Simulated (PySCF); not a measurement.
Two-component Hartree-Fock for Sr³⁴⁺ (strontium, charge +34)

Start: [He] 2s2. Calculated with PySCF 2.14 in an even-tempered Gaussian basis (17 s from 14 bohr⁻², ratio 2.4; 12 p from 18 bohr⁻², ratio 2.4; 5 d from 58 bohr⁻², ratio 2.6; 4 f from 87 bohr⁻², ratio 2.6): generalised Hartree-Fock with the X2C-1e Hamiltonian and a Gaussian nucleus; one run each with spin-orbit coupling (SO) switched off, then screened by Boettger's factors.

| spinor shell | electrons | ε, spin-free (eV) | ε, screened SO (eV) | weight of nominal j (screened SO) | rms radius, screened SO (bohr) |
| --- | --- | --- | --- | --- | --- |
| 1s1/2 | 2 | -18959.3 | -18959.3 | 1.000 | 0.0447 |
| 2s1/2 | 2 | -4460.9 | -4460.9 | 1.000 | 0.173 |

```csv
quantity,spin-free,screened SO
E (hartree),-1781.67023,-1781.67023
M_J,0,0
⟨J²⟩,0.000,0.000
⟨L²⟩,0.000,0.000
⟨S²⟩,0.000,0.000
```

Breit and QED terms are absent; they matter most for the inner s and p1/2 levels.

Densities and radii are taken from the X2C orbitals without a picture-change correction, which distorts them close to the nucleus.

Without spin-orbit coupling the j labels of p, d and f shells carry no meaning; the spin-free column gives the mean over the occupied spinors of each nl shell.
